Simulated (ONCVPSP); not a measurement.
Configuration tests for P (Z = 15) (ONCV)

| Property | Result |
| --- | --- |
| Element | phosphorus (P) |
| Generator | ONCVPSP 4.0.1 |
| Type | optimised norm-conserving Vanderbilt (ONCV) |
| Functional | LDA (Perdew-Wang 92) |
| Relativity | scalar-relativistic |
| Frozen core | [He] |
| Valence charge | 13 |
| Reference configuration | 2s2 2p6 3s2 3p3 |
| Partial waves | 2s+3s: rc 0.70 bohr, ncon 3, nbas 8, qcut 15.5 1/bohr, 2 projectors; 2p+3p: rc 0.80 bohr, ncon 5, nbas 8, qcut 17.3 1/bohr, 2 projectors; d scattering state at 0.28 Ha: rc 0.85 bohr, ncon 4, nbas 8, qcut 13.5 1/bohr, 2 projectors, debl 0.7 Ha |
| Local potential | polynomial inside 0.45 bohr (lpopt 5, dvloc0 6 Ha) |
| Core correction | none |

Energies are relative to the spin-unpolarised reference configuration 2s2 2p6 3s2 3p3; without spin polarisation the order of configurations can differ from experiment.

| valence configuration | charge | ΔE all-electron (eV) | error AE − PS (meV) |
| --- | --- | --- | --- |
| 2s2 2p6 3s2 3p2 | +1 | 9.815 | +0.5 |
| 2s2 2p6 3s2 3p1 | +2 | 29.059 | +2.4 |
| 2s2 2p5 3s2 3p3 | +1 | 140.342 | +297 |

(1) What are ΔE and the potential's error for 2s2 2p6 3s2 3p0?

Levels in the configuration 2s2 2p6 3s2 3p0:

```json
{"level": "2s", "all-electron (eV)": "-211.555", "pseudo (eV)": "-211.553"}
{"level": "2p", "all-electron (eV)": "-163.064", "pseudo (eV)": "-162.970"}
{"level": "3s", "all-electron (eV)": "-45.743", "pseudo (eV)": "-45.741"}
```

## Answers

(1) ΔE = 58.948 eV all-electron; the error (AE − PS) is +7.9 meV.
